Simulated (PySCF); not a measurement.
## Tm⁶³⁺ (thulium, charge +63): Hartree-Fock from Schrödinger to Dirac-Coulomb-Breit

Occupied: 1s1/2, 2s1/2, 2p1/2. Hartree-Fock calculated with PySCF 2.14 in an even-tempered Gaussian basis (16 s from 15 bohr⁻², ratio 2.7; 13 p from 18 bohr⁻², ratio 2.7), Gaussian nucleus throughout. NR is non-relativistic, sf-X2C the spin-free one-electron X2C Hamiltonian, X2C adds the bare one-electron spin-orbit term, X2C-SNSO screens it by Boettger's factors, DC is four-component Dirac-Coulomb, and the Gaunt and Breit terms are added at first order (total energies over the DC spinors, levels after relaxing the spinors in that mean field). QED terms are absent. Levels marked empty are virtual spinors of this ion.

| Hamiltonian | E (hartree) | E − E(DC) (hartree) | CPU seconds |
| --- | --- | --- | --- |
| X2C | -7451.2444 | 1.5982 | 0.27 |
| X2C-SNSO | -7449.3265 | 3.5162 | 0.27 |
| DC | -7452.8426 | 0.0000 | 11 |
| DC+Gaunt | -7444.5744 | 8.2682 | 23 |
| DC+Breit | -7444.9991 | 7.8435 | 64 |

```
   level (eV)       X2C  X2C-SNSO        DC  DC+Gaunt  DC+Breit
        1s1/2  -66330.0  -66332.0  -66384.6  -66218.7  -66224.1
        2s1/2  -15928.3  -15928.8  -15936.1  -15918.9  -15920.4
        2p1/2  -15712.9  -15687.2  -15694.5  -15659.0  -15663.0
2p3/2 (empty)  -14300.3  -14309.5  -14310.9  -14293.9  -14297.8
3s1/2 (empty)   -6655.9   -6656.0   -6657.9   -6653.0   -6653.7
```

Weight of the small component: 1s1/2 0.0671, 2s1/2 0.0161, 2p1/2 0.0160, 2p3/2 0.0147, 3s1/2 0.00668.

Koopmans' value for the highest occupied level at DC+Breit: 15663.0 eV, against an ionisation energy of 15663 ± 19 eV (theoretical estimate listed by NIST; NIST Atomic Spectra Database, ionization energies); the former lacks relaxation, correlation, QED and recoil.

The whole ladder took 100 s of wall time on 1 thread of Neoverse-N1 (shared host), launched as `OMP_NUM_THREADS=1 python relrun2.py TASK.json OUT` (a driver that calls PySCF for each Hamiltonian).
